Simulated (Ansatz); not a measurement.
Reaction (substitution at a C–C bond): `C/C=C(/C)F` + `F[SiH]([SiH3])S` → `CS[SiH](F)[SiH3]` + `C/C=C\F`

Computed with Ansatz on PBE0-D4/def2-TZVP structures; ΔE is electronic, products minus reactants. CBS: MP2 limit from def2 TZ/QZ plus the TZ coupled-cluster correction, frozen cores. Double bonds are as drawn, so ΔE can hold a change between cis and trans. One conformer a species, not always the lowest.

`C/C=C(/C)F`:

```xyz
12

C     1.690   -0.752   -0.632
C     0.518   -0.415    0.222
C    -0.495    0.361   -0.132
C    -1.687    0.738    0.660
F    -0.513    0.919   -1.364
H     1.767   -1.833   -0.783
H     1.621   -0.276   -1.609
H     2.624   -0.431   -0.160
H     0.472   -0.832    1.223
H    -1.652    0.279    1.647
H    -2.602    0.417    0.152
H    -1.742    1.824    0.777
```

`F[SiH]([SiH3])S`:

Z-matrix (Å, degrees):
```
Si
Si 1 2.338
S 1 2.124 2 110.4
F 1 1.604 2 108.5 3 122.6
H 1 1.483 2 114.8 3 -117.4
H 2 1.486 1 111.5 3 -172.7
H 2 1.488 1 108.5 3 -52.2
H 2 1.486 1 108.8 3 66.4
H 3 1.344 1 95.0 2 43.3
```

`CS[SiH](F)[SiH3]`:

```xyz
12

C    -2.431    0.398    0.713
S    -0.852   -0.414    1.104
Si    0.272    0.023   -0.626
F    -0.225   -0.827   -1.897
Si    2.504   -0.495   -0.145
H    -2.273    1.441    0.440
H    -2.947   -0.126   -0.090
H    -3.039    0.355    1.616
H     0.044    1.444   -1.000
H     3.311   -0.478   -1.393
H     2.592   -1.842    0.478
H     3.043    0.520    0.799
```

`C/C=C\F`:

Cartesian coordinates in Å:
```
C -0.474 0.413 0.954
C -0.345 -0.105 -0.435
C 0.779 -0.481 -1.016
F 1.964 -0.433 -0.390
H -0.903 1.420 0.957
H -1.142 -0.219 1.546
H 0.493 0.452 1.456
H -1.239 -0.190 -1.044
H 0.867 -0.858 -2.028
```

```json
{"species": "`C/C=C(/C)F`", "CCSD/def2-TZVPP energy (Eh)": "-256.03209"}
{"species": "`F[SiH]([SiH3])S`", "CCSD/def2-TZVPP energy (Eh)": "-1078.64840"}
{"species": "`CS[SiH](F)[SiH3]`", "CCSD/def2-TZVPP energy (Eh)": "-1117.87477"}
{"species": "`C/C=C\\F`", "CCSD/def2-TZVPP energy (Eh)": "-216.79085"}
```

Task: Work out ΔE.

Result: ΔE = (-1117.87477) + (-216.79085) − (-256.03209) − (-1078.64840) = 0.01487 Eh = +9.3 kcal/mol. CCSD(T)/CBS gives +8.5 kcal/mol.

Largest T1 diagnostic among the species: 0.013.
